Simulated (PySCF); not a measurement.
**Ionisation energy of Er²⁺ by level of theory**

Er²⁺ [Xe] 4f12 [4f5/2^6 4f7/2^6, M_J = 6] → Er³⁺ [Xe] 4f11 [4f5/2^6 4f7/2^5, M_J = 15/2], as a difference of total energies. Calculation: PySCF 2.14, in x2c-QZVPPall-2c (16s16p12d6f4g1h, 213 functions); the two-component X2C-1e Hamiltonian. Correlated levels: [Ar] 3d10 frozen; the 40 highest virtual spinors dropped. "Screened" scales the spin-orbit matrix elements by Boettger's factors to mimic the two-electron term; Breit and QED terms are absent.

```
                    method  ionisation energy (eV)  difference from reference (eV)
           GHF (spin-free)                  18.247                          -4.453
          GMP2 (spin-free)                  24.461                          +1.761
 GHF (screened spin-orbit)                  17.915                          -4.785
GMP2 (screened spin-orbit)                  24.137                          +1.437
```

Reference: 22.7 ± 0.03 eV (semi-empirical (NIST evaluation); NIST Atomic Spectra Database, ionization energies).

The spin-free rows relax to the high-spin LS determinant and lack the spin-orbit shift.

The labels give the starting determinants; with spin-orbit coupling the two ends relaxed to ⟨J²⟩ = 42.02, ⟨L²⟩ = 30.19, ⟨S²⟩ = 2.08 and ⟨J²⟩ = 63.76, ⟨L²⟩ = 42.44, ⟨S²⟩ = 3.77.
